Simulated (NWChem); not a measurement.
C$_{3}$H$_{6}$Cl, doublet; SMILES C[C](C)Cl

In the optimisation the excess spin sits in a' (Cs, its own frame).

Task: Give the equilibrium geometry at PBE0/def2-SVP, spin-unrestricted (NWChem) as an XYZ file, with the point group.

Result: point group Cs; any orientation.
```
10

C      0.0186     1.0669    -1.3071
C     -0.1535     0.3859     0.0000
C      0.0186     1.0669     1.3071
Cl     0.0992    -1.3299     0.0000
H      1.0863     1.1512    -1.5949
H     -0.3918     2.0878    -1.2641
H     -0.4897     0.5183    -2.1145
H     -0.4897     0.5183     2.1145
H      1.0863     1.1512     1.5949
H     -0.3918     2.0878     1.2641
```
